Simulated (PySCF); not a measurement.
Be(I)(SeH) (BeHISe), SMILES [SeH][Be][I].

Geometry optimised at r2SCAN-D4/def2-TZVP. The def2 effective core potentials stand for the cores of I; spin–orbit coupling is left out. The values are those of a single conformer.

All values below come from PBE0/def2-TZVPD in PySCF.

Symmetry labels are those of the subgroup Cs that the program uses (full group Cs).

Problem. List the valence orbital energies around the gap with their symmetry. (An estimate is asked for; the answer gives what the named calculation found.)

Solution. 
| orbital | symmetry | energy (eV) |
|---|---|---|
| HOMO−7 | A' | -19.67 |
| HOMO−6 | A' | -19.51 |
| HOMO−5 | A' | -11.25 |
| HOMO−4 | A' | -10.13 |
| HOMO−3 | A' | -9.09 |
| HOMO−2 | A" | -8.25 |
| HOMO−1 | A' | -8.16 |
| HOMO | A" | -7.43 |
| LUMO | A' | -1.19 |
| LUMO+1 | A' | -0.74 |
| LUMO+2 | A" | -0.63 |
| LUMO+3 | A' | 0.11 |
